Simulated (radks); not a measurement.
Q: Method: scalar-relativistic Kohn-Sham, LB94 model potential, spin-unpolarised, spherical densities, finite nucleus; Fermi nuclear charge, rms radius of each element as measured or else 0.836 A^(1/3) + 0.57 fm; computed with a radial shooting solver on a logarithmic mesh with Libxc functionals. Response by self-consistent Sternheimer equations with the Hartree and adiabatic LDA kernel, the relativistic mass of each level held fixed and spin-orbit coupling left out. For heavy and open-shell atoms this level of theory can miss by tens of per cent. Rank Eu4+, Eu3+, Eu5+, Eu+, Eu6+, Eu, Eu2+ (NIST ground configurations) by static dipole polarisability, largest first.

A: Eu 129.3, Eu+ 53.62, Eu2+ 9.106, Eu3+ 5.966, Eu4+ 4.619, Eu5+ 3.816, Eu6+ 3.183 bohr^3.
